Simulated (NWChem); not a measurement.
Molecule: CH5BS2; SMILES SB(S)C

```xyz
9

B     -0.3354     0.0004    -0.0189
C     -1.9133     0.0000    -0.0048
H     -2.3390    -0.8643    -0.5272
H     -2.3427     0.9088    -0.4406
H     -2.2641    -0.0531     1.0357
S      0.4979     1.6149    -0.0081
H      1.7893     1.2211     0.0362
S      0.4983    -1.6148    -0.0087
H      1.7890    -1.2194     0.0361
```
Atoms are numbered in this order, from 1.

Program: NWChem. Pople sets run with spherical d functions. Coordinates come from a B3LYP/6-31G* (spherical d) optimisation. B3LYP is NWChem's, with the RPA form of VWN correlation. GIAO values for the isolated, static molecule; σ is the absolute isotropic shielding, δ = σ(reference) − σ with the isolated reference molecule computed at the same levels (11B: boron trifluoride, 13C: tetramethylsilane, 1H: tetramethylsilane).

For level B3LYP/6-311G**:

| Property | Value |
|---|---|
| δ B1 (ppm) | 58.2 |
| σ S6 (ppm) | 479.5 |
| δ H7 (ppm) | 2.76 |
| σ S8 (ppm) | 480.9 |
| δ H9 (ppm) | 2.74 |

What are these values for level B3LYP/6-31G*?


- δ B1 (ppm) = 55.4
- σ S6 (ppm) = 508.0
- δ H7 (ppm) = 2.07
- σ S8 (ppm) = 509.6
- δ H9 (ppm) = 2.06
